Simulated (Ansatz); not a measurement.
Harmonic frequencies (cm⁻¹) at PBE0-D4/def2-TZVP from Ansatz: 88, 90, 163, 163, 166, 188, 188, 238, 539, 545, 546, 594, 646, 655, 655, 838, 861, 861, 1564, 1564, 1566, 3548, 3549, 3549, 3646, 3646, 3646.

Each molecule was computed in one conformer, which needn't be the lowest.

Task: Which molecule is it?
A. `[NH2][Sn]([NH2])([Cl])[Cl]`
B. `C[S][SnH]([F])[F]`
C. `[F][SnH]([F])[O][SiH3]`
D. `[NH2][Sn]([NH2])([NH2])[F]`

Result: D.
